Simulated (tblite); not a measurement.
Species: C7H12O2Si.
Geometry (GFN2-xTB, Å), atoms numbered from 1 in this order:
```
atom  x, y, z in Å
C1     3.0095   -0.8426    0.8814
C2     1.9502   -0.5118    0.1569
C3     0.7957   -1.4676   -0.0080
O4    -0.4737   -0.8766    0.1606
C5    -0.8463    0.0209   -0.8609
C6    -2.3504    0.2694   -0.8103
C7    -3.0002   -0.0216    0.5078
O8    -2.9378    0.7074   -1.7679
C9    -0.1521    1.3864   -0.7232
Si10   1.7354    1.1366   -0.7393
H11    3.8445   -0.1718    0.9933
H12    3.0912   -1.7949    1.3845
H13    0.8386   -2.2625    0.7427
H14    0.8576   -1.9301   -1.0088
H15   -0.6035   -0.4069   -1.8476
H16   -2.4735    0.5050    1.2995
H17   -4.0475    0.2668    0.4866
H18   -2.9036   -1.0858    0.7116
H19   -0.4737    1.8382    0.2166
H20   -0.4934    2.0351   -1.5283
H21    2.4231    2.2186   -0.0334
H22    2.1996    1.0072   -2.1275
```

Method: GFN2-xTB as coded in tblite; computed harmonic values from a numerical Hessian at the method's own geometry, unscaled. Against measured fundamentals such values can be off by several per cent, at times by over 20. Modes of hydrogen on silicon can be 10 to 20 % off. One conformer, not necessarily the lowest.

Harmonic wavenumbers (cm⁻¹): 40.9, 47.8, 95.4, 115.7, 148.2, 203.1, 250.1, 266.5, 304.7, 352.0, 382.1, 472.7, 480.7, 531.9, 542.1, 566.5, 583.1, 632.6, 678.9, 702.7, 759.9, 767.6, 799.9, 858.0, 915.6, 935.0, 961.8, 978.3, 984.6, 1006.5, 1057.4, 1095.4, 1139.2, 1177.7, 1197.7, 1210.5, 1237.9, 1282.0, 1312.5, 1322.0, 1360.4, 1418.0, 1435.6, 1438.5, 1447.6, 1461.4, 1683.0, 1770.6, 2217.6, 2264.1, 2817.0, 2840.6, 2950.6, 2979.5, 3005.3, 3029.9, 3041.5, 3056.8, 3068.0, 3112.6.

A = 2275, B = 722.3, C = 602.1 MHz; mass 156.061 u (most abundant isotopes); point group C1, symmetry number 1.

Task: Zero-point energy?

Result: Half the sum of the wavenumbers: 37398 cm⁻¹ = 447.38 kJ/mol.

Task: What is S at 273.15 K and 1 bar for an ideal gas of classical rigid rotors and harmonic oscillators?

Result: Translation 170.02, rotation 125.11, vibration 134.19: S = 429.3 J/(mol K).

Task: And Cp and H(273.15 K) − H(0)?

Result: Cp = 176.77 J/(mol K), of which vibrations give 143.51 (their classical limit is 60 R = 498.9); H(273.15 K) − H(0) = 28.42 kJ/mol without the zero-point energy, 19.34 from vibrations.

Task: Blend soft modes into free rotors: weight 1/[1 + (100 cm⁻¹/ν̃)⁴] for the oscillator and the rest for a rotor with moment μB/(μ + B), μ = h/(8π²ν), B = 10⁻⁴⁴ kg m². What vibrational entropy results?

Result: 121.85 J/(mol K) in place of 134.19, which changes −T·S at 273.15 K by +3.37 kJ/mol.

Task: How do the functions run with temperature in this model?

Result: 
```json
{"T (K)": "100", "S (J/(mol K))": "306.0", "Cp (J/(mol K))": "85.2", "H − H(0) (kJ/mol)": "5.87", "G − H(0) (kJ/mol)": "-24.73", "ln q(vib)": "2.27"}
{"T (K)": "200", "S (J/(mol K))": "380.8", "Cp (J/(mol K))": "137.0", "H − H(0) (kJ/mol)": "16.95", "G − H(0) (kJ/mol)": "-59.20", "ln q(vib)": "5.35"}
{"T (K)": "300", "S (J/(mol K))": "446.6", "Cp (J/(mol K))": "191.2", "H − H(0) (kJ/mol)": "33.36", "G − H(0) (kJ/mol)": "-100.61", "ln q(vib)": "8.46"}
{"T (K)": "500", "S (J/(mol K))": "567.1", "Cp (J/(mol K))": "283.2", "H − H(0) (kJ/mol)": "81.32", "G − H(0) (kJ/mol)": "-202.21", "ln q(vib)": "14.72"}
{"T (K)": "800", "S (J/(mol K))": "720.8", "Cp (J/(mol K))": "369.8", "H − H(0) (kJ/mol)": "180.49", "G − H(0) (kJ/mol)": "-396.18", "ln q(vib)": "23.77"}
{"T (K)": "1000", "S (J/(mol K))": "807.5", "Cp (J/(mol K))": "406.7", "H − H(0) (kJ/mol)": "258.34", "G − H(0) (kJ/mol)": "-549.20", "ln q(vib)": "29.37"}
```

q(vib) and H(0) count from the zero-point level.

Task: Which modes carry the vibrational entropy at 273.15 K?

Result: 40.9 cm⁻¹: 21.09; 47.8 cm⁻¹: 19.80; 95.4 cm⁻¹: 14.12; 115.7 cm⁻¹: 12.56; 148.2 cm⁻¹: 10.58; 203.1 cm⁻¹: 8.14 J/(mol K); the other 54 give 47.89 together.

Hindered rotation and anharmonicity are outside this model. Other conformers, if any are populated, would add a mixing term that is left out. The structure is chiral; the term R ln 2 for an equal mix with its mirror image is left out.
